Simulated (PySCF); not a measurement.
Isomers C5H8O3Si:

A. `InChI=1S/C5H8O3Si/c1-7-5-4(9-6)2-3-8-5/h2-3,6H,9H2,1H3`
B. SMILES C(C#C)(=O)O[Si@H](C)OC
C. `C[Si](O)(O)c1ccco1`

Spectrum 1. ¹³C{¹H} NMR (computed): δ 156.3 (C), 81.5 (CH), 80.2 (C), 53.1 (CH3), -0.7 (CH3).

Spectrum 2. ¹³C{¹H} NMR (computed): δ 161.6 (C), 151.1 (CH), 126.4 (CH), 116.2 (CH), 3.4 (CH3).

Spectrum 3. ¹³C{¹H} NMR (computed): δ 171.8 (C), 137.4 (CH), 121.3 (CH), 90.4 (C), 56.4 (CH3).

Computational details: structure optimised with GFN2-xTB, σ from GIAO-PBE0/pcSseg-1, in PySCF 2.14 (averaged over atoms made equivalent by symmetry, fast rotation or ring inversion, one conformer, non-relativistic, in vacuum).

Scale: ¹³C against TMS (reference shieldings calculated alike). Shifts are as computed. Against solution values, carbons near 30 ppm lie about +3 ppm off and those near 130 ppm about +5 ppm. Of 1309 compounds with measured shifts, 239 miss one by over three times the rms of a fit or turn the order of signals round; such compounds aren't used in these exercises.

Which spectrum belongs to which compound?

Results:

1–B, 2–C, 3–A.

- Spectrum 1 (B): 5 ¹³C signals; δC 81.5 is a terminal alkyne carbon; δC 80.2 is an alkyne carbon.
- Spectrum 2 (C): 5 ¹³C signals; δC 126.4 is an aromatic CH; δC 3.4 is a methyl carbon bonded to Si.
- Spectrum 3 (A): 5 ¹³C signals; δC 171.8 is an aromatic carbon bearing oxygen; δC 56.4 is a methyl carbon bonded to O.
